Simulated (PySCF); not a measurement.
Two species compared at the same levels of theory.

First species: C10H10O.
Cartesian coordinates in Å at the GFN2-xTB level; atoms count from 1:
```
atom  x, y, z in Å
C1    -2.1960    0.2301    1.4503
C2    -2.9432    0.1809    0.3461
C3    -2.2987    0.2075   -1.0071
C4    -0.9299   -0.4713   -0.9816
C5    -0.1219   -0.0307    0.2137
C6     1.3144   -0.0294    0.1108
C7     2.1556   -0.3711   -0.9245
C8     3.4714   -0.1830   -0.4507
C9     3.3475    0.2582    0.8313
O10    2.0563    0.3535    1.1803
C11   -0.7573    0.2678    1.3645
H12   -2.6455    0.2617    2.4320
H13   -4.0220    0.1849    0.3895
H14   -2.1850    1.2555   -1.3125
H15   -2.9373   -0.2778   -1.7469
H16   -1.0603   -1.5580   -0.9184
H17   -0.3964   -0.2543   -1.9062
H18    1.8755   -0.7174   -1.8981
H19    4.3819   -0.3513   -0.9889
H20    4.0766    0.5284    1.5694
H21   -0.1945    0.5329    2.2465
```

Second species: C₇H₁₄NP.
InChI=1S/C7H14NP/c8-9-5-1-3-7(9)4-2-6-9/h7-8H,1-6H2/t7-,9-

Levels: PBE0/pcSseg-1 for HOMO energy, LUMO energy and HOMO–LUMO gap. Geometries: GFN2-xTB. Each species is one conformer at its optimised geometry, gas phase, non-relativistic unless stated; the electronic structure was computed with PySCF and density fitting.

Dipoles, sizes and rotational constants follow the conformer. The torsions of the flexible species, by atom-mapped SMILES:
- `[CH:1]1=[CH:2][CH2:3][CH2:4][C:5]([c:6]2[cH:7][cH:8][cH:9][o:10]2)=[CH:11]1`: C4–C5–C6–C7 0°

The conformers of `N=[P@]12CCC[C@H]1CCC2` aren't listed.

```csv
property,column X,column Y
HOMO energy,-5.56 eV,-5.97 eV
LUMO energy,-1.30 eV,1.08 eV
HOMO–LUMO gap,4.26 eV,7.05 eV
```

Which column belongs to which species?

Column X is the first species and column Y the second. The first has 21 atoms and 78 electrons, the second 23 and 78.

How does each property change from the first species to the second?

HOMO energy -0.41 eV; LUMO energy +2.38 eV; HOMO–LUMO gap +2.79 eV.

